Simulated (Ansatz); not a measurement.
The cluster Ca7⁻, relaxed as a doublet with UKS PBE/def2-SVPD in Ansatz, starting from the GFN1-xTB geometry. Force threshold 0.02 eV/Å.

The highest occupied level of the charge -1 doublet lies above zero (up to 0.13 eV). It is a level of α spin, whose loss leaves a singlet; that state wasn't run at this geometry and level. The electron is either unbound and held by the finite basis, or the level is raised by self-interaction error. The relaxation made no stability test and no search for a lower SCF solution. The structure comes from a short search, and lower isomers may exist.

Start:

Cartesian coordinates in Å:
```
Ca -0.503 3.548 -1.243
Ca 2.267 1.689 1.656
Ca 3.097 -1.404 -1.430
Ca -3.808 1.352 -1.603
Ca 0.125 -4.079 -1.592
Ca -2.100 1.368 2.117
Ca 0.922 -2.475 2.095
```

```tsv
step	energy (eV)	largest force component (eV/Å)	SCF passes
1	-129005.8437	0.501	38
2	-129006.0958	0.470	41
3	-129006.3304	0.426	40
4	-129006.6028	0.339	42
5	-129006.8737	0.231	44
6	-129007.0363	0.247	59
7	-129007.1823	0.246	63
8	-129007.3363	0.191	63
9	-129007.4930	0.230	58
10	-129007.6711	0.260	55
11	-129007.8617	0.226	58
12	-129008.0438	0.187	68
13	-129008.1565	0.109	73
14	-129008.2003	0.059	75
15	-129008.2024	0.044	72
16	-129008.2051	0.034	57
17	-129008.2054	0.014	48
```

Force components are those of the run's own axes.

End:

| atom | x (Å) | y (Å) | z (Å) |
| --- | --- | --- | --- |
| Ca1 | -0.1550 | 3.1416 | -0.8716 |
| Ca2 | 2.2029 | 1.5431 | 1.8760 |
| Ca3 | 1.2758 | -0.2847 | -1.2673 |
| Ca4 | -2.2687 | 0.3820 | -2.3683 |
| Ca5 | -1.2799 | -2.9215 | -0.6379 |
| Ca6 | -1.2717 | 0.2856 | 1.2656 |
| Ca7 | 1.4966 | -2.1461 | 2.0035 |

Bonds formed: Ca1–Ca3, Ca3–Ca4, Ca3–Ca6, Ca4–Ca5, Ca5–Ca6, Ca6–Ca7 (atoms count from 1). Metal–metal contacts that move far: Ca2–Ca3 4.45 to 3.75 Å, Ca2–Ca6 4.40 to 3.75 Å, Ca2–Ca7 4.40 to 3.76 Å, Ca1–Ca6 4.31 to 3.74 Å, Ca3–Ca7 4.28 to 3.77 Å.

No frequencies were taken in this run, so the end may be a saddle point.

It took 4.3 min on 4 threads of Arm Neoverse V2 on a shared host.
